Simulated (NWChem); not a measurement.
System: C3H4N2O; SMILES C1=NCN=CO1

```xyz
10

C      0.0000    -1.1526     0.6304
N      0.0000    -1.2319    -0.6215
C      0.0000     0.0000    -1.3816
N      0.0000     1.2319    -0.6215
C      0.0000     1.1526     0.6304
O      0.0000     0.0000     1.3702
H      0.0000    -2.0326     1.2842
H      0.8780     0.0000    -2.0519
H     -0.8780     0.0000    -2.0519
H      0.0000     2.0326     1.2842
```
Atoms are numbered in this order, from 1.

Results from NWChem. Pople sets run with spherical d functions. Medium grid unless said otherwise, to which SCAN and Minnesota functionals are sensitive. Geometry: optimised at PBE0/def2-SVP.

For level r2SCAN0/6-31G*:

```
Item                         Value
---------------------------  -----
highest occupied level (eV)  -7.54
orbital gap (eV)              7.14
dipole (D)                    1.17
```

### Question
What are these values for level PW91/6-31G*?

### Answer
highest occupied level (eV): -5.75
orbital gap (eV): 4.16
dipole (D): 1.05
